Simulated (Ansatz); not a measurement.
C$_{3}$H$_{9}$O$_{3}$Sc, SMILES `C[O][Sc]([O]C)[O]C`. Total charge 0; spin multiplicity 1.

Cartesian coordinates in Å:
```
C 1.676 0.044 -2.793
O 0.951 0.030 -1.615
Sc -0.009 0.015 -0.009
O 0.391 1.256 1.334
C 0.667 2.159 2.345
O -1.355 -1.256 0.264
C -2.339 -2.210 0.452
H 2.687 0.442 -2.635
H 1.773 -0.965 -3.213
H 1.187 0.672 -3.549
H 0.464 3.188 2.022
H 1.722 2.109 2.643
H 0.057 1.961 3.235
H -2.191 -3.072 -0.211
H -2.344 -2.578 1.486
H -3.334 -1.797 0.243
```

Task: What are the harmonic wavenumbers in cm⁻¹ at PBE0-D4/def2-TZVP (Ansatz, finite differences of forces, unscaled)? (Estimate.)

Result: Computed: 11i, 6, 7, 43, 53, 54, 75, 148, 148, 192, 194, 230, 452, 588, 589, 1179, 1180, 1181, 1181, 1181, 1182, 1215, 1215, 1254, 1477, 1477, 1480, 1489, 1489, 1490, 1491, 1491, 1492, 2987, 2987, 2991, 3047, 3047, 3047, 3048, 3049, 3049.
